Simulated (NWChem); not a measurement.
Molecule: SnN2H6; SMILES [NH2][SnH2][NH2]

```xyz
9

Sn     0.2640    -0.0132    -0.0004
N     -0.8567    -1.7153     0.0738
N     -0.9541     1.6352    -0.0184
H      1.1603     0.1103     1.4524
H      1.2536    -0.1838    -1.3976
H     -1.6423    -1.6423     0.7181
H     -1.2326    -1.9882    -0.8324
H     -0.5011     2.4726     0.3438
H     -1.3325     1.8670    -0.9349
```
Atoms are numbered in this order, from 1.

Level: PBE0/def2-SVP with def2 effective core potentials on Sn (NWChem), optimised geometry, unscaled harmonic frequencies. def2 effective core potentials on Sn; no spin-orbit coupling.

List the harmonic frequencies with IR intensities, and the thermochemistry.


```json
[
 {"frequency (cm⁻¹)": "122", "IR intensity (km/mol)": "31.4"},
 {"frequency (cm⁻¹)": "140", "IR intensity (km/mol)": "9.0"},
 {"frequency (cm⁻¹)": "193", "IR intensity (km/mol)": "35.3"},
 {"frequency (cm⁻¹)": "388", "IR intensity (km/mol)": "45.3"},
 {"frequency (cm⁻¹)": "493", "IR intensity (km/mol)": "110.2"},
 {"frequency (cm⁻¹)": "531", "IR intensity (km/mol)": "164.5"},
 {"frequency (cm⁻¹)": "549", "IR intensity (km/mol)": "18.4"},
 {"frequency (cm⁻¹)": "606", "IR intensity (km/mol)": "30.0"},
 {"frequency (cm⁻¹)": "619", "IR intensity (km/mol)": "86.9"},
 {"frequency (cm⁻¹)": "672", "IR intensity (km/mol)": "139.3"},
 {"frequency (cm⁻¹)": "694", "IR intensity (km/mol)": "102.3"},
 {"frequency (cm⁻¹)": "841", "IR intensity (km/mol)": "21.4"},
 {"frequency (cm⁻¹)": "863", "IR intensity (km/mol)": "44.8"},
 {"frequency (cm⁻¹)": "1539", "IR intensity (km/mol)": "10.7"},
 {"frequency (cm⁻¹)": "1543", "IR intensity (km/mol)": "11.2"},
 {"frequency (cm⁻¹)": "1909", "IR intensity (km/mol)": "189.2"},
 {"frequency (cm⁻¹)": "1949", "IR intensity (km/mol)": "155.2"},
 {"frequency (cm⁻¹)": "3550", "IR intensity (km/mol)": "5.7"},
 {"frequency (cm⁻¹)": "3553", "IR intensity (km/mol)": "9.7"},
 {"frequency (cm⁻¹)": "3652", "IR intensity (km/mol)": "10.1"},
 {"frequency (cm⁻¹)": "3653", "IR intensity (km/mol)": "14.9"}
]
```

| Quantity | Value |
|---|---|
| zero-point energy | 40.1 kcal/mol |
| thermal correction to the enthalpy at 298.15 K (with zero-point energy) | 44.7 kcal/mol |
| heat capacity Cv | 21.8 cal/(mol K) |
| entropy at 298.15 K and 1 atm (symmetry number 1) | 78.6 cal/(mol K) |

Rigid rotor and harmonic oscillator.
